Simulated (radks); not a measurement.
The numbers below are computed, except where a source is named.
All-electron atom: neutral holmium in [Kr] 4d10 4f12 5s2 5p5 6s2 (not the ground configuration). Level of theory: scalar-relativistic Kohn-Sham, LDA (Slater exchange, VWN5 correlation), spin-polarised, spherical densities, finite nucleus; open shells are filled with parallel spins first (spin-orbit coupling, left out, can overturn this in heavy ions); Fermi nuclear charge, rms radius 5.2022 fm (a radial shooting solver on a logarithmic mesh with Libxc functionals).

Local quantities along the radius. ELF = 1/(1 + alpha^2) is the electron localisation function; alpha = (tau - tau_W)/tau_unif compares the Pauli kinetic energy density with that of the uniform gas (summed over spins). tau is taken from the large components.

```
   r/bohr * ELF (the largest magnitude, 0.999, reaches the edge; | marks zero)
0.0007464 |                                                      *
  0.00102 |                                                      *
 0.001393 |                                                      *
 0.001888 |                                                      *
 0.002579 |                                                      *
 0.003524 |                                                      *
 0.004814 |                                                      *
 0.006577 |                                                      *
 0.008985 |                                                     *
  0.01218 |                                                    *
  0.01664 |                                            *
  0.02273 |                          *
  0.03105 |                 *
  0.04242 |                           *
  0.05795 |                                       *
  0.07853 |                                   *
   0.1073 |                   *
   0.1466 |                           *
   0.2002 |                                        *
   0.2736 |                      *
   0.3737 |                 *
   0.5065 |                                      *
    0.692 |                               *
   0.9453 |                 *
    1.291 |                         *
    1.764 |                      *
    2.391 |       *
    3.267 |         *
    4.463 |                                    *
    6.097 |                                       *
    8.329 |        *
    11.38 *
```

On this mesh the ELF has minima near r = 0.031, 0.11, 0.32, 0.95, 2.8 bohr, which separate the shells, and maxima near 0.067 (0.74), 0.20 (0.74), 0.51 (0.71), 1.5 (0.51), 5.2 (0.77).
